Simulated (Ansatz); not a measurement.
Job for Ansatz (an electronic-structure program): R-wB97X-V/def2-TZVPPD on CH4 (SMILES C). The basis file is the Basis Set Exchange's JSON of that set.

Ansatz 0.2 input:
```yaml
crystal:
  periodic: [false, false, false]
  atoms:
    - {symbol: C, position_ang: [-0.00000000, -0.00000000, 0.00000000]}
    - {symbol: H, position_ang: [0.62885705, 0.62885705, 0.62885705]}
    - {symbol: H, position_ang: [0.62885705, -0.62885705, -0.62885705]}
    - {symbol: H, position_ang: [-0.62885705, 0.62885705, -0.62885705]}
    - {symbol: H, position_ang: [-0.62885705, -0.62885705, 0.62885705]}
basis:
  gaussian:
    orbitals: def2-TZVPPD.json
hamiltonian:
  xc: {name: wB97X-V}
scf: {lower_state_search: off}
```

Q: Give the final energy of this run.

A: -40.5165 hartree.
